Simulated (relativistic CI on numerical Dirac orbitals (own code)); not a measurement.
What each ingredient does to the levels of Mn21+

Base calculation: Dirac-Coulomb-Breit CI, KLI orbitals optimised for each configuration, model QED, unscaled Slater integrals.

Configurations in the expansion (outside the closed core 1s2): 2s2, 2s 2p, 2p2, 2p 3s, 2p 3p, 2s 3s, 2s 3p, 2s 3d, 2s 4s, 2s 4p, 2s 4d, 2s 4f, 3s2, 3s 3p, 3p2. Levels of other configurations are missing.

The lowest level and the first level of each name with at least 55 % of one term (blank where a level has no safe partner in the second run):

```
      Level  Base (eV)  Shift (eV)
   2s2 1S_0       0.00        0.00
2s 2p 3P°_0      41.44       -0.26
2s 2p 3P°_1      44.78       -0.34
2s 2p 3P°_2      54.30       -0.26
2s 2p 1P°_1      89.52       -4.04
   2p2 3P_0     113.28       -0.85
   2p2 3P_1     120.33       -0.57
   2p2 3P_2     125.44       -0.86
   2p2 1D_2     140.31       -1.51
   2p2 1S_0     167.26       -4.76
 2s 3s 3S_1    1013.32       -0.73
 2s 3s 1S_0    1021.45       -1.47
2s 3p 3P°_0    1033.72       -1.11
2s 3p 3P°_1    1033.73       -1.04
2s 3p 1P°_1    1036.97       -0.88
2s 3p 3P°_2    1037.45       -1.12
 2s 3d 3D_1    1047.32       -0.89
 2s 3d 3D_2    1047.79       -0.92
 2s 3d 3D_3    1048.58       -0.93
 2s 3d 1D_2    1056.34       -1.75
2p 3s 3P°_0    1065.76       -1.17
2p 3s 3P°_1    1067.77       -1.37
```

At this charge energies of transitions that change n are usually good to better than 1 %, and those within a shell (Δn = 0) to a few per cent.

(1) One thing was changed in a second run, which moved the levels as shown. Which?
A. configuration mixing switched off
B. QED terms removed
C. Breit term removed
D. valence Slater integrals scaled by 0.9

Results:

(1) D. Valence Slater integrals scaled by 0.9. Scaling acts on the splittings between terms and on the mixing, and leaves the fine structure of pure LS terms nearly alone; in jj coupling it moves the levels of one term differently.

LS names give the leading component of a level, which can be under half, so a name can repeat, a term be missing and a line seem to break the LS rules.
